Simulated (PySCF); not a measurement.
SMILES CSc1ccccc1[SiH3] at its GFN2-xTB optimised geometry (Å):

```
19

C     -2.9298    -1.7030    -0.3076
S     -1.1771    -2.0640     0.0237
C     -0.3869    -0.4823     0.0000
C     -1.1003     0.7069    -0.0015
C     -0.4259     1.9155    -0.0083
C      0.9570     1.9399    -0.0065
C      1.6585     0.7466     0.0000
C      1.0125    -0.4823     0.0000
Si     1.9846    -2.0989    -0.0082
H     -3.3738    -1.1755     0.5319
H     -3.0223    -1.1325    -1.2270
H     -3.4055    -2.6719    -0.4235
H     -2.1790     0.7089     0.0062
H     -0.9892     2.8374    -0.0114
H      1.4847     2.8822    -0.0101
H      2.7390     0.7650     0.0009
H      1.6543    -2.8822     1.1827
H      1.6651    -2.8510    -1.2223
H      3.4055    -1.7431     0.0028
```

Level of theory: PBE/def2-SVP run with PySCF. Cells within 0.4 Å of a nucleus heavier than hydrogen are left out (blank, or x).

Map of the log10 of the electron density (e/bohr³), floored at −4 on the plane z = 0.0 Å:

```
|0000000000000000000000000000000|
|0000000000000000000000000000000|
|0000000000000000000000000000000|
|0000000000011110011211000000000|
|0000000001233332223332100000000|
|0000000002345543345554210000000|
|0000000013467765567775320000000|
|0000000013579987678986420000000|
|0000000023579998889986421000000|
|00000001235789x99xx986432100000|
|0000001244578xx99xx986543210000|
|0000012456789999899987765320000|
|000001357889x9977899x9986421000|
|00000246899xxx87679xx9997531000|
|000012457899x987789999886421000|
|0001234567789999899987765321000|
|0013455555678xx99xx986554332000|
|00245777666789x99xx987655543100|
|0124689987788998889987777654200|
|0134689x98889987778888888864310|
|0134689x999xx9866678xx889865310|
|01346899889xx9865679xx888764210|
|0124688877899986567799777653200|
|0024577766788876556777665432100|
|0013456555566655445666554321000|
|0002344433455543334555433210000|
|0000122212233332223333321100000|
|0000000000011110012222210000000|
|0000000000000000000111000000000|
|0000000000000000000000000000000|
|0000000000000000000000000000000|
```
Scale: ten equal steps from -4.00 (start of '0') to -0.435 (end of '9'), in the order '0123456789'; x runs from -5.50 to 5.50, y from -5.50 (bottom) to 5.50 (top).
